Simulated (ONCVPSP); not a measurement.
**selenium: one change to an ONCV potential, before and after**

- Element: selenium (Se)
- Generator: ONCVPSP 4.0.1
- Type: optimised norm-conserving Vanderbilt (ONCV)
- Functional: LDA (Perdew-Wang 92)
- Relativity: scalar-relativistic
- Frozen core: [Ne]
- Valence charge: 24
- Reference configuration: 3s2 3p6 3d10 4s2 4p4
- Partial waves: 3s+4s: rc 0.90 bohr, ncon 3, nbas 6, qcut 11.4 1/bohr, 2 projectors; 3p+4p: rc 0.85 bohr, ncon 4, nbas 7, qcut 19.5 1/bohr, 3 projectors, debl 3.5 Ha; 3d: rc 1.05 bohr, ncon 3, nbas 8, qcut 15.5 1/bohr, 2 projectors, debl 1 Ha
- Local potential: polynomial inside 0.60 bohr (lpopt 5, dvloc0 0 Ha)
- Core correction: Teter function, fcfact 3.5, rcfact 1.45

In the d channel the program set the typed energies aside and used -1.962, 0.250 Ha.

All-electron outer shells of the reference configuration (LDA (PZ), scalar-relativistic, ld1.x):

| shell | level (eV) | outermost node (bohr) | outermost maximum (bohr) |
| --- | --- | --- | --- |
| 2s | -1604.72 | 0.06 | 0.17 |
| 2p | -1412.93 | – | 0.13 |
| 3s | -212.67 | 0.24 | 0.50 |
| 3p | -152.70 | 0.21 | 0.50 |
| 3d | -53.39 | – | 0.45 |
| 4s | -17.49 | 0.70 | 1.51 |
| 4p | -6.66 | 0.74 | 1.80 |

Change: local potential polynomial inside 0.70 bohr (lpopt 5, dvloc0 0 Ha).

Cutoffs: the cutoffs (Ha) at which the residual kinetic energy of the hardest occupied pseudo-wave falls to 1 and 0.1 mHa per electron; they do not see the model core or the augmentation charge, which bear on the density cutoff. Errors are all-electron minus pseudo energies relative to the spin-unpolarised reference configuration.

Task: What does the change do?

Result: The potential gets neither clearly harder nor softer (95 Ha and 106 Ha → 95 Ha and 106 Ha); of the 4 tests that both files solve, the error grows in 0 and shrinks in 2 by more than 15 % and 0.3 meV (median size 1.5 → 1.3 meV); neither file shows a bound ghost.

| quantity | base | changed |
| --- | --- | --- |
| cutoff, loose | 95 Ha | 95 Ha |
| cutoff, tight | 106 Ha | 106 Ha |
| bound ghosts | none | none |
| GHOST(+) flags under 300 eV | none | none |
| error for 3s2 3p6 3d10 4s2 4p3, meV [ΔE 11.00 eV] | -0.3 | -0.2 |
| error for 3s2 3p6 3d10 4s2 4p2, meV [ΔE 31.56 eV] | -1.7 | -1.2 |
| error for 3s2 3p6 3d10 4s2 4p1, meV [ΔE 62.71 eV] | -4.3 | -3.6 |
| error for 3s2 3p6 3d10 4s1 4p5, meV [ΔE 10.94 eV] | -1.2 | -1.4 |
| s: phases at 0.91 bohr within 0.05 rad from the reference energy up to (Ha; the scan ends near 5) | to the end of the scan | to the end of the scan |
| p: phases at 0.86 bohr within 0.05 rad from the reference energy up to (Ha; the scan ends near 5) | to the end of the scan | to the end of the scan |
| d: phases at 1.07 bohr within 0.05 rad from the reference energy up to (Ha; the scan ends near 5) | to the end of the scan | to the end of the scan |
| rms error of d²Exc/dni dnj with the model core, mHa | 1.03 | 1.03 |
